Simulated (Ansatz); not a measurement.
Species: As₂ (charge -1, doublet). 
Coordinates optimised at B3LYP-D3(BJ)/def2-TZVP (Ansatz, an electronic-structure program):
```
As
As 1 2.2052
```
Charge -1, spin multiplicity 2.

Basis-set convergence of Hartree-Fock and CCSD(T) correlation energies (hartree) with Ansatz. Correlated levels leave the core frozen unless marked. UHF or UKS for open shells. No spin-orbit coupling. The frozen core is the preceding noble-gas configuration, with the filled d and f shells of earlier blocks. Non-relativistic.

The UHF reference is spin-contaminated (<S^2> 0.59 over the pure value in the largest basis). The T1 diagnostic of CCSD in the largest basis is 0.085, which is high, so the coupled-cluster rows are less sure than usual.

| basis | functions | E(HF) | E(corr, CCSD(T)) |
|---|---|---|---|
| aug-cc-pVDZ | 72 | -4468.38126 | -0.23617 |
| aug-cc-pVTZ | 118 | -4468.52316 | -0.28754 |
| aug-cc-pVQZ | 186 | -4468.52838 | -0.30265 |

Extrapolating the two largest sets (X = 3 and 4) as X^-3: E(corr) = (64·(-0.30265) - 27·(-0.28754))/37 = -0.3137 Eh, an estimate of the basis-set limit. The largest set recovers 96.5 % of it, the smallest 75.3 %.
